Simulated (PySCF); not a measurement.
pent-4-yn-2-one (C5H6O), SMILES C(C)(=O)CC#C.

Geometry: PBE-D3(BJ)/def2-SVP. One conformer was computed; it need not be the lowest.

All values below come from PBE-D3(BJ)/def2-SVP (PySCF 2.14.0).

No scaling factor is applied to the harmonic values.

```
mode  ν (cm⁻¹)  IR (km/mol)  moving atoms (share of kinetic energy)
----  --------  -----------  --------------------------------------
1           36          5.2                  C 45 %, O 29 %, H 26 %
2          144          0.2                          H 55 %, C 41 %
3          156          0.5                          H 63 %, C 36 %
4          317          8.6                          C 62 %, H 37 %
5          341          7.8                   C 68 %, H 23 %, O 9 %
6          447          2.2                  C 57 %, H 33 %, O 11 %
7          480          4.8                  O 45 %, C 43 %, H 12 %
8          535         18.0                  C 59 %, H 25 %, O 15 %
9          640         40.2                          H 79 %, C 21 %
10         652         38.1                          H 78 %, C 22 %
11         748          4.2                          C 60 %, H 34 %
12         789          0.7                          H 50 %, C 48 %
13         947          6.5                          H 50 %, C 43 %
14         987          2.4                          C 63 %, H 34 %
15         993          3.6                          H 49 %, C 49 %
16        1147         13.0                          H 76 %, C 23 %
17        1179        100.1                          C 64 %, H 35 %
18        1227          9.2                          H 60 %, C 38 %
19        1312         56.2                          H 69 %, C 31 %
20        1347          2.2                          H 89 %, C 11 %
21        1373         20.4                                  H 95 %
22        1388         12.8                                  H 95 %
23        1785        203.7                          C 62 %, O 36 %
24        2165          7.8                           C 91 %, H 9 %
25        2957          7.0                                  H 94 %
26        2978          0.2                                  H 97 %
27        3026          0.2                           H 91 %, C 9 %
28        3057          1.0                           H 91 %, C 9 %
29        3115          4.3                          H 90 %, C 10 %
30        3407         76.9                          H 86 %, C 14 %
```
